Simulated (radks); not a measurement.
Results of a calculation; reference values are marked as such.
Spherical quantum dot in the effective-mass picture: electrons in a hard-walled sphere of radius 1.8, with a point charge +2 (a donor) at the centre, all in effective atomic units (hartree* = m*/eps^2 hartree, bohr* = eps/m* bohr), one dielectric constant everywhere. Level of theory: non-relativistic Kohn-Sham, LDA (Slater exchange, Perdew-Wang correlation), spin-polarised, spherical densities (a radial shooting solver with Libxc functionals). Levels are named by radial order and angular momentum (1s, 1p, 1d, 2s, ...), and open shells are averaged over m.

N = 6, configuration 1s2 1p(up 3, down 1). This is the lowest configuration that the search found. Occupied and some empty levels:

| level | occupation | eigenvalue (hartree*) | <r> (bohr*) |
|---|---|---|---|
| 1s up | 1 | 3.3858 | 0.7678 |
| 1s down | 1 | 3.5049 | 0.7613 |
| 1p up | 3 | 5.4485 | 1.063 |
| 1p down | 1 | 5.5931 | 1.063 |
| 2s up | 0 | 7.1678 | 0.9016 |
| 2s down | 0 | 7.2667 | 0.9061 |
| 1d up | 0 | 7.4641 | 1.173 |
| 1d down | 0 | 7.6072 | 1.174 |
| 1f up | 0 | 9.8437 | 1.242 |
| 1f down | 0 | 9.9820 | 1.243 |

Energy (hartree*): total 13.4316, kinetic 16.312, external -15.568, Hartree 16.635, exchange-correlation -3.9476.
